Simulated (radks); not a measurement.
Results of a calculation; reference values are marked as such.
Spherical quantum dot in the effective-mass picture: electrons in a parabolic well V = omega^2 r^2 / 2 with omega = 0.0619, with a point charge +1 (a donor) at the centre, all in effective atomic units (hartree* = m*/eps^2 hartree, bohr* = eps/m* bohr), one dielectric constant everywhere. Level of theory: non-relativistic Kohn-Sham, LDA (Slater exchange, Perdew-Wang correlation), spin-polarised, spherical densities (a radial shooting solver with Libxc functionals). Levels are named by radial order and angular momentum (1s, 1p, 1d, 2s, ...), and open shells are averaged over m.

N = 37, configuration 1s2 1p6 1d10 2s2 1f14 2p(up 2, down 0) 3s(up 1, down 0). This is the lowest configuration that the search found (a dilute case). Occupied levels:

level    occupation  eigenvalue (hartree*)  <r> (bohr*)
1s up             1                 2.4356        3.303
1s down           1                 2.4449        3.590
2s up             1                 2.4592        14.10
2s down           1                 2.4619        14.51
1p up             3                 2.4630        14.91
1p down           3                 2.4653        15.49
1d up             5                 2.4732        16.07
1d down           5                 2.4747        16.33
1f up             7                 2.4859        16.91
1f down           7                 2.4869        17.01
3s up             1                 2.4934        12.90
2p up             2                 2.4974        13.10

Energy (hartree*): total 52.4803, kinetic 1.5472, external 14.384, Hartree 40.253, exchange-correlation -3.7037.

Electron density:

r (bohr*)  n(r) (e/bohr*^3)
0.640               0.09675
2.25               0.007728
3.85               0.001296
5.46              0.0006105
7.07              0.0006493
8.68              0.0007525
10.3              0.0008246
11.9              0.0009099
13.5               0.001037
15.1               0.001151
16.7               0.001134
18.3              0.0009030
19.9              0.0005286
21.5              0.0002121
23.1             0.00005619
24.8              9.883e-06
26.4              1.136e-06
28.0              8.738e-08
29.6              4.454e-09
